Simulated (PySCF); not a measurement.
# Computed records: AlBH$_{4}$NO, CH$_{5}$BClSi, AlB$_{2}$H$_{4}$

Computed with PySCF 2.14.0. Calculation on a computer-drawn molecule: the log of a Hartree-Fock and frozen-core CCSD(T) single point meant for a local Hartree-Fock minimum, with one planted fault or none, to be diagnosed. Offsets are logged minus clean, where the clean run is the same molecule without the fault. The reference is restricted for singlets and unrestricted otherwise, and also for a bond in bohr or an excited solution. Adding or removing an electron swaps singlet and doublet. The excited solution moves the top pair (singlet) or top alpha electron (doublet) to the lowest empty orbital. Highest occupied and lowest empty are orbital energies over both spins, largest force is the largest gradient component, triples share is (T) over the correlation energy, the T1 limit is 0.02 restricted and 0.045 unrestricted, electrons count all cores, a negative frequency is imaginary (commonest isotopes), and the dipole is about the centre of nuclear charge.

Common to all runs: meant charge 1; meant multiplicity 1; meant basis cc-pV(D+d)Z; logged SCF converged yes; logged CC converged yes; logged SCF stable within its kind yes; possible faults no fault, one electron removed, one electron added, multiplicity raised by two, geometry at a saddle point, SCF held on an excited solution, minimal basis STO-3G, one bond length entered in bohr, all coordinates scaled.

(1) AlBH$_{4}$NO

Logged structure:
```xyz
8
AlBH4NO
B     -2.4462    -3.2714    -0.2912
O     -1.8867    -2.1969    -0.2477
Al    -0.9580    -0.5777    -0.2758
N     -1.5427     0.4496     0.9821
H     -2.9872    -4.3073    -0.3312
H      0.0917    -0.5622    -1.4073
H     -1.1861     1.3736     1.1558
H     -2.2684     0.2468     1.6454
```

| Property | Result |
| --- | --- |
| logged electrons | 36 |
| logged basis functions | 85 |
| logged spin squared | 0 |
| logged highest occupied | -15.472 eV |
| logged lowest empty | -2.5668 eV |
| logged largest force | 3.886e-05 hartree/bohr |
| logged lowest frequency | 112.55 cm⁻¹ |
| logged T1 diagnostic | 0.017418 |
| logged D1 diagnostic | 0.044737 |
| logged triples share | 0.025422 |
| logged dipole magnitude | 5.021 debye |
| logged energy HF | -398.13962 hartree |
| logged energy CCSD(T) | -398.65926 hartree |
| planted fault | no fault |
| HF energy offset from clean run | 0 kcal/mol |
| CCSD(T) energy offset from clean run | 0 kcal/mol |

Drawn bonds:
| atom | other atom | order |
| --- | --- | --- |
| 1 | 2 | 1 |
| 2 | 3 | 1 |
| 3 | 4 | 1 |
| 1 | 5 | 1 |
| 3 | 6 | 1 |
| 4 | 7 | 1 |
| 4 | 8 | 1 |

(2) AlBH$_{4}$NO

Structure as in entry 1.

| Quantity | Value |
| --- | --- |
| logged electrons | 37 |
| logged basis functions | 85 |
| logged spin squared | 0.7634 |
| logged highest occupied | -3.9693 eV |
| logged lowest empty | 2.2644 eV |
| logged largest force | 0.15883 hartree/bohr |
| logged T1 diagnostic | 0.042841 |
| logged D1 diagnostic | 0.26096 |
| logged triples share | 0.025806 |
| logged dipole magnitude | 3.8548 debye |
| logged energy HF | -398.25679 hartree |
| logged energy CCSD(T) | -398.79064 hartree |
| planted fault | one electron added |
| HF energy offset from clean run | -73.52 kcal/mol |
| CCSD(T) energy offset from clean run | -82.44 kcal/mol |

Drawn bonds:
| atom | other atom | order |
| --- | --- | --- |
| 1 | 2 | 1 |
| 2 | 3 | 1 |
| 3 | 4 | 1 |
| 1 | 5 | 1 |
| 3 | 6 | 1 |
| 4 | 7 | 1 |
| 4 | 8 | 1 |

(3) CH$_{5}$BClSi

Logged structure:
```xyz
9
CH5BClSi
B      0.7407    -0.0729    -0.0158
Si     0.3545     1.8230     0.7707
C      0.8140     1.8847     2.5596
Cl     1.6172     2.8162    -0.4911
H      1.0186    -1.0972    -0.5395
H     -1.0504     2.0548     0.4226
H      0.6700     2.9097     2.9135
H      1.8580     1.6128     2.7230
H      0.1682     1.2297     3.1499
```

| Item | Value |
| --- | --- |
| logged electrons | 46 |
| logged basis functions | 33 |
| logged spin squared | 0 |
| logged highest occupied | -15.376 eV |
| logged lowest empty | -3.0429 eV |
| logged largest force | 0.029572 hartree/bohr |
| logged T1 diagnostic | 0.010673 |
| logged D1 diagnostic | 0.038818 |
| logged triples share | 0.012695 |
| logged dipole magnitude | 8.2041 debye |
| logged energy HF | -804.64383 hartree |
| logged energy CCSD(T) | -804.81054 hartree |
| planted fault | minimal basis STO-3G |
| HF energy offset from clean run | 5639 kcal/mol |
| CCSD(T) energy offset from clean run | 5847 kcal/mol |

Drawn bonds:
| atom | other atom | order |
| --- | --- | --- |
| 1 | 2 | 1 |
| 2 | 3 | 1 |
| 2 | 4 | 1 |
| 1 | 5 | 1 |
| 2 | 6 | 1 |
| 3 | 7 | 1 |
| 3 | 8 | 1 |
| 3 | 9 | 1 |

(4) CH$_{5}$BClSi

Logged structure:
```xyz
9
CH5BClSi
B      0.7407    -0.0729    -0.0158
Si     0.3545     1.8230     0.7707
C      0.8140     1.8847     2.5596
Cl     1.6172     2.8162    -0.4911
H      1.0186    -1.0972    -0.5395
H     -1.0504     2.0548     0.4226
H      0.6700     2.9097     2.9135
H      1.8580     1.6128     2.7230
H     -0.4064     0.6469     3.6750
```

| Quantity | Value |
| --- | --- |
| logged electrons | 46 |
| logged basis functions | 99 |
| logged spin squared | 0.7059 |
| logged highest occupied | -16.253 eV |
| logged lowest empty | -5.4757 eV |
| logged largest force | 0.01502 hartree/bohr |
| logged T1 diagnostic | 0.056931 |
| logged D1 diagnostic | 0.27819 |
| logged triples share | 0.035004 |
| logged dipole magnitude | 6.715 debye |
| logged energy HF | -813.50028 hartree |
| logged energy CCSD(T) | -813.99583 hartree |
| planted fault | one bond length entered in bohr, row 8 of the drawn bonds |
| HF energy offset from clean run | 81.62 kcal/mol |
| CCSD(T) energy offset from clean run | 83.05 kcal/mol |

Drawn bonds:
| atom | other atom | order |
| --- | --- | --- |
| 1 | 2 | 1 |
| 2 | 3 | 1 |
| 2 | 4 | 1 |
| 1 | 5 | 1 |
| 2 | 6 | 1 |
| 3 | 7 | 1 |
| 3 | 8 | 1 |
| 3 | 9 | 1 |

Notes: T1 above single-reference limit.

(5) AlB$_{2}$H$_{4}$

Logged structure:
```xyz
7
AlB2H4
B      1.0503     0.9594    -2.2510
Al     0.0486    -0.3281    -0.8192
B     -0.9529    -1.6154     0.6130
H      0.7656     2.1157    -2.2832
H      1.8664     0.4860    -2.9783
H     -0.4332    -1.8199     1.6652
H     -2.0041    -2.0936     0.3206
```

| Property | Result |
| --- | --- |
| logged electrons | 26 |
| logged basis functions | 71 |
| logged spin squared | 0 |
| logged highest occupied | -15.305 eV |
| logged lowest empty | -5.1674 eV |
| logged largest force | 1.862e-05 hartree/bohr |
| logged lowest frequency | 29.64 cm⁻¹ |
| logged T1 diagnostic | 0.010814 |
| logged D1 diagnostic | 0.023923 |
| logged triples share | 0.022545 |
| logged dipole magnitude | 0.0006685 debye |
| logged energy HF | -293.28591 hartree |
| logged energy CCSD(T) | -293.53315 hartree |
| planted fault | no fault |
| HF energy offset from clean run | 0 kcal/mol |
| CCSD(T) energy offset from clean run | 0 kcal/mol |

Drawn bonds:
| atom | other atom | order |
| --- | --- | --- |
| 1 | 2 | 1 |
| 2 | 3 | 1 |
| 1 | 4 | 1 |
| 1 | 5 | 1 |
| 3 | 6 | 1 |
| 3 | 7 | 1 |
